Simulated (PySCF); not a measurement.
SiBr2, SMILES Br[Si]Br (connectivity only; charge and spin as stated), neutral, multiplicity 1. Atoms are numbered in the order given.

```xyz
3

Si     0.0000     0.0000     1.1859
Br     0.0000     1.7708    -0.2372
Br     0.0000    -1.7708    -0.2372
```

Geometry: PBE-D3(BJ)/def2-TZVP. The isomer is the one that the SMILES or the coordinates give; other isomers of the formula were not compared.

These are PBE-D3(BJ)/def2-TZVP (PySCF) values and carry that method's errors.

Frequencies are harmonic and unscaled.

Computed harmonic wavenumbers and intensities:
| mode | ν (cm⁻¹) | IR (km/mol) | moving atoms (share of kinetic energy) |
|---|---|---|---|
| 1 | 116 | 0.1 | Br 90 %, Si 10 % |
| 2 | 388 | 39.7 | Si 75 %, Br 25 % |
| 3 | 389 | 138.2 | Si 78 %, Br 22 % |
